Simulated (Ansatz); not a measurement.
Redistribution: C2H4FI + CH2I2 → C2H4I2 + CH2FI

Species: C2H4FI `FCCI`, singlet; CH2I2 (diiodomethane) `ICI`, singlet; C2H4I2 (1,2-diiodoethane) `ICCI`, singlet; CH2FI (fluoroiodomethane) `FCI`, singlet. The partners trade F for I; both sit on C, so the bond types are kept.

Shapes, held fixed at every level: PBE0-D4/def2-TZVP. Flexible molecules stand in one conformer, not always the lowest. Programs: Ansatz 0.2.0. The zero-point and thermal change to 298 K, harmonic and unscaled (PBE0-D4/def2-TZVP), is +0.4 kJ/mol.

| level | kind | ΔH(298 K) (kJ/mol) | less CCSD(T)/def2-TZVPP | CPU time (sum over the molecules) |
| --- | --- | --- | --- | --- |
| HF/def2-TZVPP | Hartree–Fock | -3.2 | +1.9 | – |
| SPW92/def2-TZVPP | LDA | -12.7 | -7.6 | 9 s |
| PBE-D4/def2-TZVPP | GGA | -12.3 | -7.2 | 19 s |
| PBE0-D4/def2-TZVPP | global hybrid | -9.3 | -4.2 | 21 s |
| wB97X-V/def2-TZVPP | range-separated hybrid | -3.4 | +1.7 | 49 s |
| B2PLYP/def2-TZVPP | double hybrid | -6.8 | -1.7 | 39 s |
| CCSD(T)/def2-SVP | coupled cluster or CI | -6.0 | -0.9 | 30 s |
| CCSD(T)/def2-TZVPP | coupled cluster or CI | -5.1 | 0.0 | 5.7 min |

The highest level, CCSD(T)/def2-TZVPP, gives ΔH(298 K) = -5.1 kJ/mol; the levels span -12.7 to -3.2. The column of differences is taken from that level and isn't an error. No measured value is set beside it here. For atoms past krypton def2 sets carry core potentials with scalar relativity. Correlated rows may include outer-core shells of I, which these sets cover unevenly. Times are processor times on shared x86 and Arm servers, and rough.
